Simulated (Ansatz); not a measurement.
Basis-set series for C2H7GeN, SMILES `[CH3][GeH]1[CH2][NH]1`. Charge 0, multiplicity 1. The geometry is a stationary point of PBE0-D4/def2-TZVP.

```csv
functional,basis,functions,energy (Eh),HOMO (eV),LUMO (eV)
PBE0-D4,def2-SVP,109,-2211.35040,-6.02,0.60
PBE0-D4,def2-QZVPP,470,-2211.82270,-6.18,0.15
ωB97M-V,def2-SVP,109,-2211.57299,-8.21,2.47
ωB97M-V,def2-QZVPP,470,-2212.05104,-8.36,1.61
```

(1) Give the rows for def2-TZVPP. (Estimate.)

Answers

(1) Ansatz gave: 
```csv
functional,basis,functions,energy (Eh),HOMO (eV),LUMO (eV)
PBE0-D4,def2-TZVPP,239,-2211.76967,-6.14,0.38
ωB97M-V,def2-TZVPP,239,-2211.99940,-8.34,2.14
```

Positive LUMOs are unbound and depend on the basis. Scalar relativity is left out up to krypton.
